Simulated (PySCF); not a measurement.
Predicted microwave data (PBE0/pcSseg-1 in PySCF (dipole) on a GFN2-xTB geometry, gas phase) for one isomer of C7H6F3PS:

```
Rotational constants : A = 935.8, B = 534.8, C = 473.1 MHz
Dipole components    : |μa| = 3.14 D, |μb| = 3.81 D, |μc| = 0.96 D
Inertial defect      : -416.77 u·Å²
κ                    : -0.73
```

Problem. Which candidate fits, each taken in the one conformer that was computed?
A. `[CH3:1][C:2]1=[CH:3][P@:4](=[S:5])([C:6]([F:7])=[C:8]([F:9])[F:10])[CH:11]=[CH:12]1` with C3–P4–C6–F7 -129°
B. `[CH3:1][S:2][c:3]1[cH:4][cH:5][c:6]([C:7]([F:8])([F:9])[F:10])[p:11][cH:12]1` with C1–S2–C3–C4 180°

Solution. A. It is CC1=C[P@](=S)(C(F)=C(F)F)C=C1, an asymmetric top, point group C1. The candidates at the same level (rigid rotor, commonest isotopes):

```csv
SMILES,A (MHz),B (MHz),C (MHz),μa (D),μb (D),μc (D),Δ (u·Å²),point group,rotor
CC1=C[P@](=S)(C(F)=C(F)F)C=C1,935.8,534.8,473.1,3.14,3.81,0.96,-416.77,C1,asymmetric top
CSc1ccc(C(F)(F)F)pc1,1942,346.6,310.6,4.26,0.23,0.00,-90.82,Cs,near-prolate asymmetric top
```

`CSc1ccc(C(F)(F)F)pc1` has A 108 % too high. No structure here is proved a minimum.
